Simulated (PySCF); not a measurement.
Ti(OH)2 (H2O2Ti), SMILES [OH][Ti][OH] (connectivity only; charge and spin as stated), neutral, multiplicity 3. Atoms are numbered in the order given.

```xyz
5

Ti     0.0000     0.0000     0.0000
O      0.0000     0.0000    -1.8142
H      0.0000     0.0000    -2.7661
O      0.0000     0.0000     1.8142
H      0.0000     0.0000     2.7661
```
Charge 0, spin multiplicity 3.

The structure is a stationary point at PBE0-D3(BJ)/def2-TZVP. A frequency run showed that this geometry is not a minimum. The multiplicity is an assumed one; other spin states were not compared. One conformer was computed; it need not be the lowest.

Computed with PBE/def2-TZVPD (PySCF).

Computed frontier levels, dipole moment and polarisability:
```yaml
"α spin, highest occupied and lowest empty level": -3.87 and -3.24 eV
"β spin, highest occupied and lowest empty level": -7.35 and -2.46 eV
dipole_moment: 0.000 e·Å
mean_static_polarisability: 66.0 bohr³ (9.78 Å³)
polarisability_principal_values: 65.3, 65.3, 67.6 bohr³
"⟨S²⟩": 2.007 (pure state 2.00)
```
